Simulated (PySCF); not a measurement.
## How methods differ on the ionisation energy of Cr⁷⁺

Cr⁷⁺ [Ne] 3s2 3p5 (2P) → Cr⁸⁺ [Ne] 3s2 3p4 (3P), as a difference of total energies. Calculation: PySCF 2.14, in an even-tempered Gaussian basis (20 s from 0.25 bohr⁻², ratio 2.5; 13 p from 0.33 bohr⁻², ratio 2.5; 5 d from 3.3 bohr⁻², ratio 2.7; 5 f from 4.9 bohr⁻², ratio 2.7); the spin-free X2C one-electron Hamiltonian (Gaussian nucleus). Correlated levels: outer shells: 1s2 frozen; virtual orbitals above 40 to 60 times the deepest correlated orbital energy dropped. The calculations carry no spin-orbit coupling.

```
                method  ionisation energy (eV)
                   UHF                  183.00
                   LDA                  184.74
                   PBE                  184.52
                  PBE0                  184.55
                r2SCAN                  184.67
                 B97-3                  184.68
                   M06                  184.53
    MP2 (outer shells)                  183.89
SCS-MP2 (outer shells)                  183.86
```

A first-order spin-orbit estimate (lowest level to lowest level, LS coupling) adds -0.022 eV.

Which method comes closest to the reference value, and which is furthest?

The reference is 184.76 ± 0.15 eV (semi-empirical (NIST evaluation); NIST Atomic Spectra Database, ionization energies). Closest: LDA (error -0.040 eV); furthest: UHF (error -1.780 eV), both after the spin-orbit estimate.
